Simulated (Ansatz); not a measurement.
Species: sum formula BiOF2, charge -1, multiplicity 1. It need not be the lowest isomer of its formula. Whether it binds its extra electron was not tested at this geometry. 
Coordinates optimised at B3LYP-D3(BJ)/def2-TZVP (Ansatz, a first-principles code):
```xyz
4

Bi    -0.0277    -0.0081     0.2284
F      1.5288    -1.0321    -0.7775
F      0.1585     1.8088    -0.8427
O     -1.6113    -0.7898    -0.5466
```
Charge -1, spin multiplicity 1.

Question: Give the harmonic wavenumbers at B3LYP-D3(BJ)/def2-TZVP (Ansatz, finite differences of forces, unscaled).

Answer: 131, 186, 198, 433, 452, 741 cm⁻¹. Zero-point energy 3.1 kcal/mol.

Question: From these and the geometry, give the ideal-gas thermochemistry at 298.15 K and 1 atm (rigid rotor, harmonic oscillator).

Answer: Point group Cs, rotational symmetry number 1. Rotational constants 4.049, 3.867, 2.759 GHz. S(trans) 42.60, S(rot) 26.41, S(vib) 9.25, S(elec, spin only) 0.00, S 78.3 cal/(mol K). H(298) - H(0) 3.91 kcal/mol; G - E(el) -16.4 kcal/mol.
